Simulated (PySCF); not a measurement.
## Structure from 2D NMR

Compound of formula C$_{9}$H$_{8}$FP. Correlations simulated from computed shifts and the bond graph:

HSQC (one-bond C–H):
```tsv
δH	δC
8.31	127.7
8.23	145.9
7.62	133.9
7.60	136.9
6.41	138.0
6.35	138.0
```

COSY cross peaks (H two or three bonds apart, from the bond graph; peaks can be absent where the dihedral angle is near 90°):
```tsv
δH	δH
8.31	7.62
8.23	6.41
8.23	6.35
7.62	7.60
6.41	6.35
```

HMBC (two and three bonds, from the bond graph):
```tsv
δH	δC
8.31	219.0, 140.4, 136.9, 133.9, 127.7
8.23	219.0, 138.0
7.62	140.4, 136.9, 133.9, 127.7
7.60	133.9, 127.7
6.41	145.9
6.35	145.9
```

Carbons without hydrogens: δ 219.0, 140.4.

How the numbers were obtained: GFN2-xTB structure, NMR shieldings at PBE0/pcSseg-1/GIAO, in PySCF 2.14 (fast rotation and ring inversion assumed for equivalent nuclei, one computed conformer, isolated molecule, non-relativistic Hamiltonian).

Scale: TMS for ¹H (σref 31.72), ¹³C (σref 186.93) (reference shieldings calculated alike).

Exchangeable hydrogens are left out of these lists.

Assemble the structure.

Results:

SMILES C=C/P=C(\F)c1ccccc1.

Mapped SMILES: `[CH2:1]=[CH:2]/[P:3]=[C:4](\[F:5])[c:6]1[cH:7][cH:8][cH:9][cH:10][cH:11]1`; H(Xn) means a hydrogen on atom n. Ha(C1) is cis to P3; Hb(C1) is trans to P3.

1. δC 219.0 is C4, a carbon double-bonded to a heavier main-group atom.
2. δC 145.9 is C2, an alkene CH (δH 8.23).
3. δC 140.4 is C6, a substituted aromatic carbon.
4. δC 138.0 is C1, a terminal =CH2 carbon (δH 6.41, 6.35).
5. δC 136.9 is C9, an aromatic CH (δH 7.60).
6. δC 133.9 is C8/C10, an aromatic CH (δH 7.62).
7. δC 127.7 is C7/C11, an aromatic CH (δH 8.31).
8. HMBC from δH 8.31 reaches the proton-free carbons C4, C6.
9. HMBC from δH 8.23 reaches the proton-free carbon C4.
10. HMBC from δH 7.62 reaches the proton-free carbon C6.
11. COSY links 8.31–7.62, 8.23–6.41, 8.23–6.35, 7.62–7.60, 6.41–6.35.

This is the structure that produced the data.

Shifts are as computed. Against solution values, carbons near 30 ppm lie about +3 ppm off and those near 130 ppm about +5 ppm. Of 1211 compounds with measured shifts, 218 miss one by over three times the rms of a fit or turn the order of signals round; such compounds aren't used in these exercises.
